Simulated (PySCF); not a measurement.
Species: C6H13Si2 (doublet state).
Geometry (PBE0-D3(BJ)/def2-SVP, Å), atoms numbered from 1 in this order:
```xyz
21
C6H13Si2 angstrom
C     -0.6796   -1.8038    0.2153
C     -0.4319   -1.4885   -1.2359
Si    -0.0251    0.3636   -1.4099
C     -1.3330    1.2437   -0.3520
C     -1.0711    1.0240    1.1622
Si    -0.0545   -0.5620    1.4518
C      1.6902   -0.1266    0.8267
C      1.6243    0.6528   -0.5158
H     -1.2410   -2.7148    0.4558
H     -1.2946   -1.7711   -1.8675
H      0.4200   -2.0828   -1.6302
H     -0.0079    0.8186   -2.8355
H     -1.3815    2.3191   -0.5919
H     -2.3150    0.8241   -0.6299
H     -2.0168    1.0043    1.7279
H     -0.4851    1.8641    1.5744
H     -0.0847   -1.0389    2.8680
H      2.2355   -1.0750    0.6886
H      2.2541    0.4414    1.5858
H      1.6967    1.7380   -0.3279
H      2.4833    0.4040   -1.1609
```

The hyperfine couplings belong to this conformer and change with its torsions.

As a line formula: `[CH]1C[Si@H]2CC[Si@@H]1CC2` [radical].

Computed with UKS B3LYP, IGLO-III on C Si, pcH-1 on H, non-relativistic, mean-field spin-orbit, GIAO (PySCF 2.14.0). Isolated species at its PBE0-D3(BJ)/def2-SVP geometry, gas phase. No stability test was run, so a lower SCF solution isn't excluded.

(1) Match the computed a_iso(13C) values +79.0, +30.6, -27.3, -1.0 MHz (means over equivalent nuclei) with the sites C1; C2; C4/C8; C5/C7.

(2) Match the computed a_iso(29Si) values +45.2, -14.4 MHz with the sites Si3; Si6.

## Answers

(1) 
```csv
site,a_iso (MHz),ρ(0) (bohr⁻³),position,distance from C1 (Å),spin population,largest |T| (MHz)
C1,+79.0,+0.0704,largest spin population,0.00,+0.99,144.2
C2,-27.3,-0.0243,1 bond from C1,1.51,-0.09,2.8
C4/C8,-1.0,-0.0009,3 bonds from C1,3.31,0.00,1.0
C5/C7,+30.6,+0.0272,2 bonds from C1,2.99,+0.03,6.1
```

(2) 
```json
{"site": "Si3", "a_iso (MHz)": "-14.4", "ρ(0) (bohr⁻³)": "+0.0162", "position": "2 bonds from C1", "distance from C1 (Å)": "2.79", "spin population": "+0.01", "largest |T| (MHz)": "3.1"}
{"site": "Si6", "a_iso (MHz)": "+45.2", "ρ(0) (bohr⁻³)": "-0.0510", "position": "1 bond from C1", "distance from C1 (Å)": "1.86", "spin population": "-0.01", "largest |T| (MHz)": "2.6"}
```

ρ(0) is the spin density at the nucleus and T the dipolar tensor; a_iso includes a spin–orbit part; entries for several nuclei are means. The largest Mulliken spin populations are on C1 (+0.99), C2 (-0.09) and H11 (+0.07). C1 is the only atom above +0.15. The angles at C1 add up to 360.0°, so it is planar; its axial dipolar tensor and the negative coupling of its proton fit spin in a p orbital normal to that plane.

Means are taken over nuclei equivalent by connectivity, which assumes that they swap fast. The 1H value of +102.5 MHz is a mean of couplings from 54.0 to 151.0 MHz in this one geometry, not an average over conformers. The 13C value of +30.6 MHz is a mean of couplings from 25.3 to 36.0 MHz in this one geometry, not an average over conformers.
